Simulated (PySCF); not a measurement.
**Unknown compound**

The spectra below were simulated for a compound C$_{6}$H$_{5}$NP$_{2}$.

1H NMR (500 MHz, computed): δ 9.73 (m, 1H), 9.68 (m, 1H), 3.32 (m, 3H).

13C{1H} NMR (computed): δ 189.7, 169.8, 164.7, 149.2, 123.7, 31.1.

[PySCF 2.14.0 with density-fitted response routines: GFN2-xTB geometry; shielding tensors at PBE0/pcSseg-1 (GIAO); no relativistic terms; isolated molecule; a single conformation; averaged over atoms made equivalent by symmetry, fast rotation or ring inversion]

Scale: TMS for 1H (σ = 31.72 ppm) and 13C (σ = 186.93 ppm) (reference shieldings calculated alike).

Question: What is the structure?

Answer: 
1. 6 carbon signals for 6 carbons: no two carbons are equivalent.
2. Carbon types of the structure: 3 × C, 2 × CH, 1 × CH3, which accounts for all hydrogens.
3. δC 189.7, 149.2: substituted aromatic carbon.
4. δC 169.8, 164.7: aromatic CH.
5. δC 123.7: nitrile carbon; C≡N carbons fall here, among the sp2 signals but without a proton.
6. δC 31.1: methyl carbon on an aromatic ring; a saturated carbon with 1 carbon neighbour and no heteroatom attached.
7. δH 9.73, 9.68: hydrogen on an aromatic CH; ring-current deshielding.
8. δH 3.32: hydrogen on a methyl carbon on an aromatic ring.

The compound is `Cc1pccpc1C#N`.

The data come from this structure; uniqueness wasn't tested.

Splittings by 31P in the carbon and heteronuclear signals aren't shown, as no couplings were computed. Shifts are as computed. Against solution values, carbons near 30 ppm lie about +3 ppm off and those near 130 ppm about +5 ppm. Of 1211 compounds with measured shifts, 218 miss one by over three times the rms of a fit or turn the order of signals round; such compounds aren't used in these exercises. No couplings were computed; multiplicities are counted from neighbouring protons, with m where these are inequivalent, close in shift, in a saturated or five-membered ring or joined by F or P, and br s for small geminal =CH2 splittings.
